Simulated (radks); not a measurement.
Species: Pd VI. Configuration: [Kr] 4d5. Calculated with a radial shooting solver on a logarithmic mesh with Libxc functionals: Dirac Kohn-Sham, BLYP, spin-unpolarised, spherical densities, point nucleus; open shells fill j = l - 1/2 first.

Unscreened Slater integrals over Kohn-Sham orbitals (eV). Large and small components are both included.

integral          value
F0(4d5/2,4d5/2)  20.249
F2(4d5/2,4d5/2)  10.327
F4(4d5/2,4d5/2)  6.8465
F0(4d5/2,4d3/2)  20.332
F2(4d5/2,4d3/2)  10.367
G2(4d5/2,4d3/2)  10.361
G4(4d5/2,4d3/2)  6.8689
F0(4d5/2,4p3/2)  21.967
F2(4d5/2,4p3/2)  11.135
G1(4d5/2,4p3/2)  14.106
G3(4d5/2,4p3/2)  8.7140
F0(4d5/2,4p1/2)  22.194
G3(4d5/2,4p1/2)  8.6647
F0(4d3/2,4d3/2)  20.416
F2(4d3/2,4d3/2)  10.408
F0(4d3/2,4p3/2)  22.075
F2(4d3/2,4p3/2)  11.211
G1(4d3/2,4p3/2)  14.221
G3(4d3/2,4p3/2)  8.7883
F0(4d3/2,4p1/2)  22.307
G1(4d3/2,4p1/2)  14.187
F0(4p3/2,4p3/2)  24.238
F2(4p3/2,4p3/2)  12.772
F0(4p3/2,4p1/2)  24.553
G2(4p3/2,4p1/2)  12.901
F0(4p1/2,4p1/2)  24.885
